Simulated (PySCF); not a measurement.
A structure optimised at PBE-D3(BJ)/def2-SVP, used in a PySCF frequency run:

```
C
H 1 1.1091
H 1 1.1091 2 107.47
Ge 1 1.9715 2 108.76 3 -117.58
H 4 1.5522 1 109.90 2 178.56
H 4 1.5522 5 108.75 1 -120.35
H 4 1.5533 5 108.89 6 -118.52
Ge 1 1.9715 2 108.76 3 117.58
H 8 1.5522 1 109.90 2 -178.56
H 8 1.5522 9 108.75 1 120.35
H 8 1.5533 9 108.89 10 118.52
```
Charge 0, spin multiplicity 1.

Problem. Write its SMILES, formula and point group.

Solution. [GeH3][CH2][GeH3], CH₈Ge₂, C2v

Problem. What are its rotational constants (standard atomic weights)?

Solution. 16.000, 1.1637, 1.1235 GHz
